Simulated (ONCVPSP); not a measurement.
# Which change was made? (Pm, ONCV)

```
Element                 : promethium (Pm)
Generator               : ONCVPSP 4.0.1
Type                    : optimised norm-conserving Vanderbilt (ONCV)
Functional              : PBE
Relativity              : fully relativistic
Frozen core             : [Kr] 4d10 4f4
Valence charge          : 11
Reference configuration : 5s2 5p6 5d1 (charge +2)
Partial waves           : 5s: rc 1.55 bohr, ncon 4, nbas 7, qcut 3.9 1/bohr, 2 projectors, debl 0.9 Ha; 5p: rc 2.75 bohr, ncon 3, nbas 7, qcut 4.9 1/bohr, 2 projectors, debl 3.5 Ha; 5d: rc 3.75 bohr, ncon 5, nbas 9, qcut 4.3 1/bohr, 2 projectors, debl 3.6 Ha
Local potential         : polynomial inside 1.45 bohr (lpopt 4, dvloc0 -1 Ha)
Core correction         : polynomial model core, fcfact 0.2
```

Open shells are filled in proportion to 2j + 1.

In the s channel the program set the typed energies aside and used -2.148, 0.250 Ha. In the p channel the program set the typed energies aside and used -1.379, 0.050 Ha (j = l + 1/2; the other j can differ).

Cutoffs, loose and tight: the cutoffs (Ha) at which the residual kinetic energy of the hardest occupied pseudo-wave falls to 1 and 0.1 mHa per electron. They do not see the model core or the augmentation charge, which bear on the density cutoff. Test errors are all-electron minus pseudo excitation energies from the reference, over the configurations 5s2 5p6 5d1 6s2; 5s2 5p6 5d1 6s1; 5s2 5p6 5d0; 5s2 5p6 5d1 6s1 6p1; variants that change the core or the reference have their own tests.

The base gives: outcome: generated, projector energies reset by the program; cutoff, loose: 47 Ha; cutoff, tight: 55 Ha; bound ghosts: none; GHOST(+) flags above zero: s, d5/2, d3/2; largest test error (meV): +11.

Q: After one change the result is: outcome: generated, projector energies reset by the program; cutoff, loose: 47 Ha; cutoff, tight: 55 Ha; bound ghosts: none; GHOST(+) flags above zero: s; largest test error (meV): -38. Which change was it?
A. d: rc 5.5
B. d: rc 4.86
C. d: rc 4.32
D. d: rc 2.8

A: D. The others give: d: rc 5.5 → outcome: generated, projector energies reset by the program; cutoff, loose: 47 Ha; cutoff, tight: 55 Ha; bound ghosts: none; GHOST(+) flags above zero: s, d5/2, d3/2; largest test error (meV): +219 | d: rc 4.32 → outcome: generated, projector energies reset by the program; cutoff, loose: 47 Ha; cutoff, tight: 55 Ha; bound ghosts: none; GHOST(+) flags above zero: s; largest test error (meV): +44 | d: rc 4.86 → outcome: generated, projector energies reset by the program; cutoff, loose: 47 Ha; cutoff, tight: 55 Ha; bound ghosts: none; GHOST(+) flags above zero: s; largest test error (meV): +120.
